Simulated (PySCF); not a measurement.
A calculated (LDA, PySCF 2.14, x2c-QZVPPall with one added diffuse shell each of s, p, d, f type, the spin-free X2C one-electron Hamiltonian (Gaussian nucleus)) atom or ion has these occupied shells.

| shell | electrons | orbital energy (eV) | rms radius, mean of both spins (bohr) |
| --- | --- | --- | --- |
| 1s α | 1 | -512.07 | 0.233 |
| 1s β | 1 | -510.32 | 0.233 |
| 2s α | 1 | -25.714 | 1.25 |
| 2p α | 3 | -10.964 | 1.46 |
| 2p β | 2 | -7.859 | 1.46 |

**Question.** Name the element and its charge.

**Answer.** O (oxygen, neutral), in [He] 2s1 2p5, high-spin 3P determinant (an excited configuration).
